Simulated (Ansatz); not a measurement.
```yaml
crystal:
  periodic: [true, true, true]
  atoms:
    - {symbol: B, position_ang: [-0.910338, 0.759944, -0.235068]}
    - {symbol: N, position_ang: [0.398770, 1.060951, 0.140962]}
    - {symbol: Sb, position_ang: [1.867584, -0.439314, 0.001215]}
    - {symbol: Al, position_ang: [-0.591375, -1.298712, -0.684796]}
    - {symbol: H, position_ang: [-1.780747, 1.585984, -0.212207]}
    - {symbol: H, position_ang: [0.667002, 1.989808, 0.447332]}
    - {symbol: H, position_ang: [1.626447, -1.005950, 1.609351]}
    - {symbol: H, position_ang: [-1.185042, -2.709910, -1.122588]}
basis:
  gaussian: {orbitals: ANO-RCC-VTZP, nuclear_model: gaussian}
hamiltonian: {xc: {name: B2PLYP}}
output: {forces: true}
```

```sh
$ ansatz run in.yaml --threads 2 --pin off --events-out ev --progress --plain --max-ram 4352MiB
```

It prints (some lines left out):

```
Error: YAML parse error: error: line 2 column 3: crystal: missing field `lattice` (a structure is typed as `lattice` and `atoms`, a molecule's as `atoms` in Å alone, or read from a run's directory, `checkpoint`)
 --> <input>:2:3
1 | crystal:
2 |   periodic: [true, true, true]
3 |   atoms:
4 |     - {symbol: B, position_ang: [-0.910338, 0.759944, -0.235068]}
```

Task: Something in this input is off. What?

Result: The molecule is marked periodic without a cell. The program refused the input.
